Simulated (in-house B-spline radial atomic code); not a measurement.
Successive ionisation energies of calcium; each step leads to the configuration of the next row (after the last: bare). NIST's values go from ground level to ground level; the uncertainty of those that are theory runs from under 0.1 % in few-electron ions to several per cent in heavy many-electron ones. Computed with a radial B-spline atomic code at the basis-set limit: non-relativistic Hartree-Fock, average of the configuration, point nuclei.

```
  ion  configuration  ionisation energy (eV)  tabulated value (eV)  computed minus tabulated (eV)  highest orbital  largest mean radius (bohr)
Ca11+   [He] 2s2 2p5                   660.7                 658.2                              2               2p                      0.3533
Ca12+   [He] 2s2 2p4                   733.7                 728.6                              5               2p                      0.3473
Ca13+   [He] 2s2 2p3                   809.6                 817.2                             -8               2p                     0.34148
Ca14+   [He] 2s2 2p2                       ?                     ?                              ?                ?                           ?
Ca15+   [He] 2s2 2p1                       ?                     ?                              ?                ?                           ?
Ca16+       [He] 2s2                  1074.6                1086.8                            -12               2s                       0.325
Ca17+       [He] 2s1                  1150.8              1157.726                             -7               2s                     0.32012
Ca18+            1s2                  5105.2              5128.858                            -24               1s                    0.076435
Ca19+            1s1                  5442.3              5469.864                            -28               1s                       0.075
```

Fill in the row of Ca14+.

ionisation energy (eV): 888.4; tabulated value (eV): 894; computed minus tabulated (eV): -6; highest orbital: 2p; largest mean radius (bohr): 0.33582.

Fill in the row of Ca15+.

ionisation energy (eV): 970.0; tabulated value (eV): 973.7; computed minus tabulated (eV): -4; highest orbital: 2p; largest mean radius (bohr): 0.33033.

Where is the largest jump?

From Ca17+ to Ca18+, by a factor of 4.44 (1150.8 to 5105.2 eV); the highest orbital goes from 2s to 1s.

How far is this level of theory from the measured and semi-empirical values?

Over those 6 rows the differences run from -12.2 to +5.1 eV (mean absolute value 6.1 eV). The calculation leaves out relativity, correlation and, in open shells, the multiplet splittings that an average leaves out.
